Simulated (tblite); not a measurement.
CH₇N₂SeSi₂ (doublet state).
Numbering: `[CH2:1]=[N:2][Si@H:3]([Se:4])[SiH2:5][NH2:6]` (hydrogens: H7, H8 on C1; H9 on Si3; H10, H11 on Si5; H12, H13 on N6)
Bond orders are those of one Lewis drawing.

Computed with GFN2-xTB (tblite), gas phase: L-BFGS steps from a force-field or distance-geometry start until the largest atomic force falls under 0.01 eV/Å.

Geometry at step 13:
```
atom  x, y, z in Å
C1      1.9570   -0.7694    0.5898
N2      1.7805   -0.1877   -0.4969
Si3     0.6164    0.9792   -1.0209
Se4     1.1260    3.0470   -0.6132
Si5    -1.3124    0.5733    0.3137
N6     -1.6526   -1.0884    0.0916
H7      1.2490   -0.7190    1.4251
H8      2.8545   -1.3637    0.7441
H9      0.4052    0.5109   -2.3879
H10    -1.0393    0.8739    1.7186
H11    -2.3992    1.3590   -0.2481
H12    -2.5997   -1.4219    0.0496
H13    -0.9898   -1.7929   -0.1831
```

Q: What forces act on the atoms?

A: 
```csv
atom,Fx (eV/Å),Fy (eV/Å),Fz (eV/Å)
C1,0.013,0.061,-0.009
N2,0.075,0.012,0.021
Si3,-0.022,-0.115,0.036
Se4,-0.033,-0.034,-0.006
Si5,0.085,-0.035,-0.146
N6,-0.029,0.028,-0.032
H7,0.071,-0.044,0.057
H8,-0.072,-0.025,-0.014
H9,-0.009,0.045,-0.016
H10,-0.008,0.026,0.036
H11,-0.091,0.058,0.043
H12,0.064,-0.057,0.005
H13,-0.042,0.079,0.024
```

The largest, 0.17 eV/Å, acts on Si5; the rms over all components is 0.053 eV/Å. The forces sum to zero within rounding, as they must for an isolated molecule in no field.

Q: Give the force on Si5 in Eh/bohr and in nN.

A: 0.173 eV/Å ÷ 51.422 = 0.00336 Eh/bohr, and 0.173 eV/Å × 1.602 = 0.28 nN.

Q: How far is this geometry from the end of the optimisation?

A: 0.093 eV above it, and 0.652 Å rms away after alignment. The bonds farthest from their final lengths, with half the difference of the two atoms' forces along the bond (positive lengthens):

```
   bond  now (Å)  final (Å)  force along bond (eV/Å)
Si3–Si5    2.380      2.363                    -0.10
Si3–Se4    2.168      2.180                    +0.03
  C1=N2    1.245      1.251                    -0.03
Si5–H10    1.462      1.467                    +0.09
 Si3–H9    1.460      1.457                     0.00
 N2–Si3    1.730      1.733                    -0.01
```

The angle farthest from its final value is N6–Si5–H10, 111.2° against 118.0°.

Of the 2 listed bonds off by 0.010 Å or more, this force points towards the final length in 2.

The cost below is that of the whole relaxation. On one thread of an AMD EPYC 9R45, shared host, this took 0.77 s of wall time.
